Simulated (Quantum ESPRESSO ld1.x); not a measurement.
Species: neutral indium. Configuration: [Kr] 4d10 5s2 6s1 (not the ground configuration).

Calculated with ld1.x of Quantum ESPRESSO 7.5: scalar-relativistic Kohn-Sham, LDA (Slater exchange, Perdew-Wang correlation), spin-polarised, spherical densities, point nucleus; open shells are filled with parallel spins first.

Energy parts (Ry):
part                       energy
total                 -11752.6967
kinetic                12246.8405
electron-nucleus      -28415.5914
Hartree                 4724.3612
exchange-correlation    -308.3070

Orbitals (lengths in bohr, moments of r in powers of bohr; <r^-3> diverges for s and p1/2):
orbital	occ.	eigenvalue (Ry)	<r^-3>	<r>	<1/r>
1s up	1	-2037.7255	-	0.02974	51.81
1s down	1	-2037.7253	-	0.02974	51.81
2s up	1	-305.3907	-	0.1286	11.81
2s down	1	-305.3906	-	0.1286	11.81
2p up	3	-274.3024	4369	0.1122	11.37
2p down	3	-274.3023	4369	0.1122	11.37
3s up	1	-58.1187	-	0.3492	4.175
3s down	1	-58.1185	-	0.3492	4.175
3p up	3	-47.9373	799.6	0.3476	3.978
3p down	3	-47.9371	799.6	0.3476	3.978
3d up	5	-32.0815	109.9	0.3246	3.752
3d down	5	-32.0813	109.9	0.3246	3.752
4s up	1	-9.0376	-	0.8476	1.638
4s down	1	-9.0372	-	0.8476	1.638
4p up	3	-5.9940	141.6	0.9217	1.480
4p down	3	-5.9935	141.6	0.9216	1.480
4d up	5	-1.6321	12.43	1.181	1.139
4d down	5	-1.6309	12.44	1.181	1.139
5s up	1	-0.8368	-	2.497	0.5152
5s down	1	-0.8329	-	2.488	0.5165
6s up	1	-0.1281	-	7.536	0.1646
6s down	0	-0.1005	-	7.818	0.1595

The highest occupied level is 6s up at -1.743 eV. The density falls to 0.001 e/bohr^3 at r = 4.12 bohr. Spin moment in Bohr magnetons: 1.
